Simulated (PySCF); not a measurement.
**NMR data sheet: C$_{6}$H$_{9}$FOSi**

* Formula: C6H9FOSi
* SMILES: O=C/C=C(\F)[SiH2]C1CC1
* Point group of the computed structure: C1
* Degrees of unsaturation: 3
* Carbon signals: 5
* Proton signals: 6

Bonds (- single, = double, # triple, : aromatic): O1=C2, C2-C3, C3=C4, C4-F5, C4-Si6, Si6-C7, C7-C8, C8-C9, C9-C7. C2 carries H10; C3 carries H11; Si6 carries H12, H13; C7 carries H14; C8 carries H15, H16; C9 carries H17, H18. Stereochemistry as in O=C/C=C(\F)[SiH2]C1CC1. H15, H18 are cis to Si6 on the ring; H16, H17 are trans to Si6 on the ring.

Method: geometry: GFN2-xTB, σ from GIAO-PBE0/pcSseg-1, in PySCF 2.14 (no relativistic terms, one computed conformer, no solvent, rapidly exchanging positions averaged).

Scale: TMS for 1H (31.72 ppm), 13C (186.93 ppm), 29Si (349.16 ppm); CFCl3 for 19F (170.95 ppm); 17O (336.08 ppm) vs H2O (reference shieldings calculated alike).

| carbon | δC, type | δH (multiplicity) | HMBC from (2–3 bonds) | span of the C tensor (ppm) |
| --- | --- | --- | --- | --- |
| C2 | 190.1, CH | 10.49 (m) | H11 | 199 |
| C3 | 131.2, CH | 5.77 (m) | H10, H12/H13 | 181 |
| C4 | 196.2, C | – | H10, H11, H12/H13, H14 | 188 |
| C7 | -4.1, CH | 0.10 (m) | H12/H13, H16/H17, H15/H18 | 66 |
| C8/C9 | 4.4, CH2 | H15 0.34 (m); H16 0.86 (m) | H12/H13, H16/H17, H15/H18, H14 | 61 |

Other nuclei:
| atoms | nucleus | environment | δ (ppm) | σ (ppm) |
| --- | --- | --- | --- | --- |
| H12/H13 | 1H | hydrogen on a silicon bonded to 2 C | 4.27 | 27.45 |
| F5 | 19F | vinylic fluorine | -91.2 | 262.2 |
| Si6 | 29Si | silicon bonded to 2 C, 2 H | -34.6 | 383.7 |
| O1 | 17O | aldehyde oxygen | 705.5 | -369.4 |

- Carbon types of the structure: 1 × C, 3 × CH, 2 × CH2, leaving 2 H on heteroatoms.
- δC 196.2: β carbon of a C=C–C=O unit; conjugation with the carbonyl draws π density from the β position.
- δC 190.1: aldehyde carbonyl carbon; the double bond to the heteroatom, with no lone-pair donor beside it, deshields it most.
- δC 131.2: α carbon of a C=C–C=O unit; an sp2 carbon of a C=C bond.
- δH 10.49: hydrogen on an aldehyde carbonyl carbon; the formyl region, downfield of aromatic protons.
- δH 5.77: hydrogen on an α carbon of a C=C–C=O unit; attached to an sp2 carbon and in the plane of the double bond.

Splittings by 19F in the carbon and heteronuclear signals aren't shown, as no couplings were computed. Shifts are as computed. Against solution values, carbons near 30 ppm lie about +3 ppm off and those near 130 ppm about +5 ppm. Of 1309 compounds with measured shifts, 239 miss one by over three times the rms of a fit or turn the order of signals round; such compounds aren't used in these exercises. Unscaled 19F shifts against computed CFCl3 carry errors that often reach 10 to 50 ppm. Unscaled 17O shifts of doubly bonded oxygen tend to come out too high, by tens of ppm or more. Experimental scales use liquid or dissolved standards, which lie at an offset from isolated H2O (liquid H2O: subtract about 36 ppm). No couplings were computed; multiplicities are counted from neighbouring protons, with m where these are inequivalent, close in shift, in a saturated or five-membered ring or joined by F or P, and br s for small geminal =CH2 splittings.
